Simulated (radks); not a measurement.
Q: All-electron atom: As- in [Ar] 3d10 4s2 4p4. Calculated with a radial shooting solver on a logarithmic mesh with Libxc functionals: scalar-relativistic Kohn-Sham, PBE, spin-polarised, spherical densities, point nucleus; open shells are filled with parallel spins first; hard spherical wall at 12 bohr. Some entries of the table are withheld. Estimate them.

orbital  occ.  eigenvalue (eV)  r(max) (bohr)  <r^2> (bohr^2)
1s up       1        -11712.05        0.02973        0.002786
1s down     1        -11711.99        0.02973        0.002786
2s up       1        -1479.280         0.1701         0.04848
2s down     1        -1479.252         0.1701         0.04848
2p up       3        -1296.184         0.1363         0.03846
2p down     3        -1296.128         0.1363         0.03846
3s up       1        -182.8604         0.5216          0.4126
3s down     1        -182.7797         0.5217          0.4124
3p up       3        -126.2374         0.5210          0.4479
3p down     3        -126.1451         0.5210          0.4474
3d up       5         -33.2336         0.4770          0.5859
3d down     5         -33.0885         0.4769          0.5801
4s up       1          -7.9733          1.635           4.584
4s down     1          -6.7074          1.618           4.592
4p up       3           0.7719          2.055           10.29
4p down     1           1.9358          2.063           12.98
5s up       0              (1)          7.099           52.59
5s down     0              (2)          7.350           54.93
5p up       0              (3)          8.059           60.42
5p down     0              (4)          8.266           60.21
4d up       0           4.9926          7.956           59.82
4d down     0           5.2074          8.122           62.30

A: 
(1) 5s up eigenvalue (eV): 3.3668
(2) 5s down eigenvalue (eV): 3.6234
(3) 5p up eigenvalue (eV): 4.4309
(4) 5p down eigenvalue (eV): 4.7197
